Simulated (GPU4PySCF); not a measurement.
C9H14O3Si, SMILES CO[Si](OC)(OC)c1ccccc1. Geometry: PBE-D3(BJ)/def2-TZVP. The isomer is the one that the SMILES or the coordinates give; other isomers of the formula were not compared. Other conformers were not sampled.

Computed equilibrium geometry at PBE-D3(BJ)/def2-TZVP (GPU4PySCF confirms it by a frequency run) as bond lengths and angles (one conformer of several):
Atoms: C1 O2 Si3 O4 C5 O6 C7 C8 C9 C10 C11 C12 C13 H14 H15 H16 H17 H18 H19 H20 H21 H22 H23 H24 H25 H26 H27. Bonded distances (Å): C1–O2 1.426, C1–H14 1.103, C1–H15 1.098, C1–H16 1.103, O2–Si3 1.650, Si3–O4 1.655, Si3–O6 1.650, Si3–C8 1.862, O4–C5 1.427, C5–H17 1.102, C5–H18 1.099, C5–H19 1.102, O6–C7 1.426, C7–H20 1.103, C7–H21 1.098, C7–H22 1.103, C8–C9 1.406, C8–C13 1.408, C9–C10 1.396, C9–H23 1.092, C10–C11 1.397, C10–H24 1.092, C11–C12 1.397, C11–H25 1.092, C12–C13 1.396, C12–H26 1.092, C13–H27 1.093. Angles (°): O2–C1–H14 111.5, O2–C1–H15 107.8, O2–C1–H16 111.6, H14–C1–H15 108.7, H14–C1–H16 108.4, H15–C1–H16 108.7, C1–O2–Si3 121.3, O2–Si3–O4 112.4, O2–Si3–O6 101.6, O2–Si3–C8 112.9, O4–Si3–O6 112.4, O4–Si3–C8 105.0, O6–Si3–C8 112.9, Si3–O4–C5 122.1, O4–C5–H17 111.4, O4–C5–H18 108.0, O4–C5–H19 111.4, H17–C5–H18 108.9, H17–C5–H19 108.3, H18–C5–H19 108.9, Si3–O6–C7 121.3, O6–C7–H20 111.6, O6–C7–H21 107.8, O6–C7–H22 111.5, H20–C7–H21 108.7, H20–C7–H22 108.4, H21–C7–H22 108.7, Si3–C8–C9 122.5, Si3–C8–C13 119.2, C9–C8–C13 118.3, C8–C9–C10 120.8, C8–C9–H23 119.2, C10–C9–H23 120.0, C9–C10–C11 120.1, C9–C10–H24 119.9, C11–C10–H24 120.0, C10–C11–C12 119.9, C10–C11–H25 120.1, C12–C11–H25 120.0, C11–C12–C13 119.9, C11–C12–H26 120.1, C13–C12–H26 120.0, C8–C13–C12 121.0, C8–C13–H27 119.6, C12–C13–H27 119.4.
